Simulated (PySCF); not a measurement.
H$_{6}$B$_{3}$N$_{3}$, charge +1, doublet, at a GFN2-xTB geometry (a state made from the parent by changing its charge; the spin is typed, not shown lowest); DF-PBE0/6-31G* in PySCF.

Here is a job for PySCF.
```python
from pyscf import gto, scf, dft

mol = gto.M(
    atom='''
B     0.98106325   -1.05992046   -0.04989976
N     1.37494395    0.29061409    0.18228070
B     0.39244819    1.28444706    0.30957374
N    -0.96506531    1.03622627    0.05511563
B    -1.40209965   -0.30055796   -0.17940997
N    -0.38755264   -1.27096670   -0.32061857
H     1.78919192   -1.90645476   -0.03050713
H     2.35520248    0.48796067    0.32713174
H     0.70048702    2.32894591    0.76549555
H    -1.66024944    1.76742990    0.10891670
H    -2.54768103   -0.52456909   -0.26618943
H    -0.65029188   -2.16427148   -0.72361180
''',
    basis='6-31g*',
    charge=1,
    spin=1,
    verbose=4,
)

mf = dft.UKS(mol)
mf.xc = 'pbe0'
mf = mf.density_fit(auxbasis='def2-universal-jkfit')
mf.kernel()
```

The log (banner, timings and long lists left out):

```
PySCF version 2.14.0

[INPUT] verbose = 4
[INPUT] num. atoms = 12
[INPUT] num. electrons = 41
[INPUT] charge = 1
[INPUT] spin (= nelec alpha-beta = 2S) = 1
[INPUT] symmetry False subgroup None
[INPUT] Mole.unit = angstrom
[INPUT] Symbol           X                Y                Z      unit          X                Y                Z       unit  Magmom
[INPUT]  1 B      0.981063250000  -1.059920460000  -0.049899760000 AA    1.853940853376  -2.002959383223  -0.094296880082 Bohr   0.0
[INPUT]  2 N      1.374943950000   0.290614090000   0.182280700000 AA    2.598267502128   0.549181038040   0.344460600794 Bohr   0.0
[INPUT]  3 B      0.392448190000   1.284447060000   0.309573740000 AA    0.741619597181   2.427253164903   0.585009583957 Bohr   0.0
[INPUT]  4 N     -0.965065310000   1.036226270000   0.055115630000 AA   -1.823709128218   1.958183853380   0.104153445883 Bohr   0.0
[INPUT]  5 B     -1.402099650000  -0.300557960000  -0.179409970000 AA   -2.649584337849  -0.567972228958  -0.339035707316 Bohr   0.0
[INPUT]  6 N     -0.387552640000  -1.270966700000  -0.320618570000 AA   -0.732368348452  -2.401778976442  -0.605881287750 Bohr   0.0
[INPUT]  7 H      1.789191920000  -1.906454760000  -0.030507130000 AA    3.381082713085  -3.602677365273  -0.057650120547 Bohr   0.0
[INPUT]  8 H      2.355202480000   0.487960670000   0.327131740000 AA    4.450687655096   0.922112025859   0.618189395252 Bohr   0.0
[INPUT]  9 H      0.700487020000   2.328945910000   0.765495550000 AA    1.323728621613   4.401069928826   1.446576939073 Bohr   0.0
[INPUT] 10 H     -1.660249440000   1.767429900000   0.108916700000 AA   -3.137416740063   3.339958455367   0.205822733391 Bohr   0.0
[INPUT] 11 H     -2.547681030000  -0.524569090000  -0.266189430000 AA   -4.814419399450  -0.991291913512  -0.503025119954 Bohr   0.0
[INPUT] 12 H     -0.650291880000  -2.164271480000  -0.723611800000 AA   -1.228873554229  -4.089880356407  -1.367428122504 Bohr   0.0

nuclear repulsion = 200.017772295781
number of shells = 48
number of NR pGTOs = 186
number of NR cGTOs = 96
basis = 6-31g*
ecp = {}

******** <class 'pyscf.df.df_jk.DFUKS'> ********
method = DFUKS
initial guess = minao
damping factor = 0
level_shift factor = 0
DIIS = <class 'pyscf.scf.diis.CDIIS'>
diis_start_cycle = 1
diis_space = 8
diis_damp = 0
SCF conv_tol = 1e-09
SCF conv_tol_grad = None
SCF max_cycles = 50
direct_scf = False
number electrons alpha = 21  beta = 20
XC library pyscf.dft.libxc version 7.1.2
    S. Lehtola, C. Steigemann, M. J. T. Oliveira, and M. A. L. Marques,  SoftwareX 7, 1–5 (2018)
XC functionals = pbe0
    C. Adamo and V. Barone,  J. Chem. Phys. 110, 6158 (1999)
    M. Ernzerhof and G. E. Scuseria,  J. Chem. Phys. 110, 5029 (1999)
radial grids:
    Treutler-Ahlrichs [JCP 102, 346 (1995); DOI:10.1063/1.469408] (M4) radial grids

becke partition: Becke, JCP 88, 2547 (1988); DOI:10.1063/1.454033
pruning grids: <function nwchem_prune>
grids dens level: 3
symmetrized grids: False
atomic radii adjust function: <function treutler_atomic_radii_adjust>
small_rho_cutoff = 0
Set gradient conv threshold to 3.16228e-05
tot grids = 142696
******** <class 'pyscf.df.df.DF'> ********
auxbasis = def2-universal-jkfit
init E= -243.166904880039

cycle= 1 E= -241.959624037205  delta_E= 1.21  |g|= 0.22  |ddm|= 2.34
cycle= 2 E= -241.940188411718  delta_E= 0.0194  |g|= 0.306  |ddm|= 0.385
cycle= 3 E= -241.982286546162  delta_E= -0.0421  |g|= 0.0911  |ddm|= 0.271
cycle= 4 E= -241.986097309487  delta_E= -0.00381  |g|= 0.0306  |ddm|= 0.0824
cycle= 5 E= -241.986661386252  delta_E= -0.000564  |g|= 0.00989  |ddm|= 0.0354
cycle= 6 E= -241.986744874976  delta_E= -8.35e-05  |g|= 0.00432  |ddm|= 0.0122
cycle= 7 E= -241.986771951544  delta_E= -2.71e-05  |g|= 0.00219  |ddm|= 0.00938
cycle= 8 E= -241.986779645958  delta_E= -7.69e-06  |g|= 0.00101  |ddm|= 0.00627
cycle= 9 E= -241.986781071829  delta_E= -1.43e-06  |g|= 0.000421  |ddm|= 0.00233
cycle= 10 E= -241.986781441821  delta_E= -3.7e-07  |g|= 0.000107  |ddm|= 0.00161
cycle= 11 E= -241.986781475255  delta_E= -3.34e-08  |g|= 4e-05  |ddm|= 0.000502
cycle= 12 E= -241.986781477784  delta_E= -2.53e-09  |g|= 2.24e-05  |ddm|= 0.000147
cycle= 13 E= -241.986781477999  delta_E= -2.15e-10  |g|= 1.28e-05  |ddm|= 2.86e-05
Extra cycle  E= -241.9867814778  delta_E= 2e-10  |g|= 2.55e-05  |ddm|= 3.18e-05
converged SCF energy = -241.9867814778  <S^2> = 0.76426599  2S+1 = 2.0142155
```
